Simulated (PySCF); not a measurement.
**Stretching HfP**

Set-up: Hf def2-TZVPP with ECP60, P def2-TZVPP; scalar-relativistic core potentials (PySCF 2.14). Energies in eV from Hf (5d2 6s2) + P in their ground configurations at the same level. State: ²Σ⁺ (doublet), unpaired electrons σ ↑.

Curves on a restricted Hartree–Fock reference rise too fast on stretching and do not dissociate correctly.

```json
{"R (Å)": "1.976", "ROHF-CCSD": "-2.182", "ROHF-CCSD(T)": "-2.592"}
{"R (Å)": "2.063", "ROHF-CCSD": "-2.797", "ROHF-CCSD(T)": "-3.249"}
{"R (Å)": "2.129", "ROHF-CCSD": "-3.035", "ROHF-CCSD(T)": "-3.520"}
{"R (Å)": "2.195", "ROHF-CCSD": "-3.125", "ROHF-CCSD(T)": "-3.646"}
{"R (Å)": "2.261", "ROHF-CCSD": "-3.100", "ROHF-CCSD(T)": "-3.658"}
{"R (Å)": "2.349", "ROHF-CCSD": "-2.935", "ROHF-CCSD(T)": "-3.542"}
{"R (Å)": "2.458", "ROHF-CCSD": "-2.618", "ROHF-CCSD(T)": "-3.267"}
{"R (Å)": "2.590", "ROHF-CCSD": "-2.080", "ROHF-CCSD(T)": "-2.819"}
```

Correlated steps freeze 5 core orbitals. These are scalar-relativistic numbers at best; spin–orbit coupling would shift them, the dissociation energy most. The CCSD T1 diagnostic is raised, a sign that a single reference may not be enough here. The state is the lowest single determinant that the PBE0 search found; with open d or f shells the true ground state can be another one.
